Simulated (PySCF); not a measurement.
`CNC(C)(C)[SiH2][SiH2]CF`: 4 charge schemes on one density

Species: C₅H₁₆FNSi₂.
Atom-mapped SMILES: `[CH3:1][NH:2][C:3]([CH3:4])([CH3:5])[SiH2:6][SiH2:7][CH2:8][F:9]` (hydrogens: H10, H11, H12 on C1; H13 on N2; H14, H15, H16 on C4; H17, H18, H19 on C5; H20, H21 on Si6; H22, H23 on Si7; H24, H25 on C8)

Structure used (GFN2-xTB), in Å, numbered top down from 1:
```xyz
25
C5H16FNSi2 angstrom
C      1.674    0.417   -1.564
N      0.575   -0.156   -0.807
C      0.759   -0.350    0.636
C      1.205    0.958    1.285
C      1.771   -1.451    0.969
Si    -1.026   -0.795    1.220
Si    -2.506    0.720    0.291
C     -2.539    0.540   -1.622
F     -2.687   -0.794   -1.965
H      1.824    1.452   -1.258
H      2.625   -0.123   -1.455
H      1.401    0.411   -2.619
H      0.333   -1.054   -1.217
H      0.561    1.776    0.968
H      1.148    0.871    2.368
H      2.234    1.201    1.023
H      1.494   -2.386    0.484
H      1.796   -1.621    2.043
H      2.776   -1.179    0.646
H     -1.279   -2.188    0.817
H     -1.047   -0.812    2.694
H     -3.889    0.499    0.739
H     -2.239    2.150    0.509
H     -1.605    0.869   -2.081
H     -3.370    1.069   -2.095
```

Density: PBE0/pcSseg-1 (PySCF); schemes: Mulliken, IAO, Hirshfeld and ESP-fitted. Isolated species at its GFN2-xTB geometry (one conformer only).

**Question.** What partial charge does each atom carry?

**Answer.** In e; atoms taken as equivalent share a row and are averaged (×n: the atom named and its like, n in all):

| atom | environment | Mulliken | IAO | Hirshfeld | ESP-fitted |
| --- | --- | --- | --- | --- | --- |
| C1 | N-methyl carbon | -0.110 | -0.306 | -0.072 | -0.332 |
| N2 | secondary amine nitrogen | -0.484 | -0.421 | -0.144 | -0.195 |
| C3 | sp3 carbon bound to nitrogen | -0.541 | -0.089 | -0.014 | +0.393 |
| C4/C5 | methyl carbon | -0.166 | -0.425 | -0.126 | -0.517 |
| Si6 | SiH2 silicon | +0.343 | +0.437 | +0.235 | +0.221 |
| Si7 | SiH2 silicon | +0.332 | +0.444 | +0.236 | +0.166 |
| C8 | sp3 C–F carbon | -0.121 | -0.214 | -0.070 | +0.003 |
| F9 | alkyl fluorine | -0.354 | -0.334 | -0.132 | -0.259 |
| H10/H11/H12 | methyl hydrogen | +0.108 | +0.133 | +0.039 | +0.105 |
| H13 | N–H hydrogen | +0.195 | +0.237 | +0.105 | +0.199 |
| H14 (×6) | methyl hydrogen | +0.117 | +0.138 | +0.039 | +0.126 |
| H20/H21 | Si–H hydrogen | -0.045 | -0.105 | -0.079 | -0.099 |
| H22/H23 | Si–H hydrogen | -0.061 | -0.107 | -0.079 | -0.077 |
| H24/H25 | methylene hydrogen | +0.130 | +0.147 | +0.036 | +0.059 |

Mean size of the charges over all atoms: IAO 0.211 e, ESP-fitted 0.174 e, Mulliken 0.172 e, Hirshfeld 0.080 e. Each set sums to the total charge, 0, to within 0.001 e. The Hirshfeld scheme divides the density at each point in proportion to the densities of the neutral, spherically averaged free atoms.

Some averages cover members that differ in this geometry: H24/H25, ESP-fitted +0.023 to +0.096; H10/H11/H12, IAO +0.108 to +0.149; H14 (×6), ESP-fitted +0.108 to +0.146; H10/H11/H12, ESP-fitted +0.088 to +0.124 e.

Lowest charge. The schemes don't all agree: Mulliken C3 (-0.541); IAO C4/C5 (-0.425); Hirshfeld N2 (-0.144); ESP-fitted C4/C5 (-0.517).

Highest charge. The schemes don't all agree: Mulliken Si6 (+0.343); IAO Si7 (+0.444); Hirshfeld Si7 (+0.236); ESP-fitted C3 (+0.393).

**Question.** How many electrons does the ESP-fitted scheme count on Si6?

**Answer.** Z − q = 14 − (+0.221) = 13.779.

**Question.** How closely do the schemes follow one another over all atoms?

**Answer.** Correlation coefficient and root-mean-square difference: IAO with Hirshfeld 0.95, 0.154 e; Mulliken with IAO 0.84, 0.131 e; IAO with ESP-fitted 0.82, 0.142 e; Mulliken with Hirshfeld 0.80, 0.149 e; Hirshfeld with ESP-fitted 0.74, 0.160 e; Mulliken with ESP-fitted 0.43, 0.232 e.

**Question.** Sum the charges by element, for elements with more than one atom.

**Answer.** 
```json
{"element": "C", "atoms": "5", "Mulliken": "-1.104", "IAO": "-1.458", "Hirshfeld": "-0.407", "ESP-fitted": "-0.971"}
{"element": "Si", "atoms": "2", "Mulliken": "+0.674", "IAO": "+0.881", "Hirshfeld": "+0.471", "ESP-fitted": "+0.387"}
{"element": "H", "atoms": "16", "Mulliken": "+1.268", "IAO": "+1.333", "Hirshfeld": "+0.213", "ESP-fitted": "+1.038"}
```
